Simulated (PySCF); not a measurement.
Radial density of Xe²⁺ (xenon, charge +2)

UHF, [Kr] 4d10 5s2 5p4, high-spin 3P determinant. All numbers are calculated (PySCF 2.14, a scalar-relativistic core potential, in cc-pVDZ-PP with ECP28MDF (4s3p2d, 23 functions)). This is the valence pseudo-density: the core potential removes the inner electrons and smooths the orbitals near the nucleus.

| r (bohr) | 4πr²ρ (e/bohr) | 4πr²(ρα − ρβ) |
| --- | --- | --- |
| 0.00125 | 1.381e-05 | 0.0000 |
| 0.00210 | 3.888e-05 | 0.0000 |
| 0.00353 | 0.0001084 | 0.0000 |
| 0.00594 | 0.0002942 | 0.0000 |
| 0.00998 | 0.0007438 | 0.0000 |
| 0.0168 | 0.001584 | 0.0000 |
| 0.0282 | 0.002516 | 0.0000 |
| 0.0475 | 0.003362 | 0.0000 |
| 0.0799 | 0.005970 | 0.0001 |
| 0.134 | 0.04238 | 0.0006 |
| 0.226 | 0.4913 | 0.0065 |
| 0.380 | 6.700 | 0.1008 |
| 0.640 | 28.60 | 0.2669 |
| 1.08 | 13.06 | 0.1456 |
| 1.81 | 4.596 | 1.3169 |
| 3.04 | 0.8795 | 0.3343 |
| 5.12 | 0.02587 | 0.0106 |

Energies and moments cover only the electrons outside the core potential.
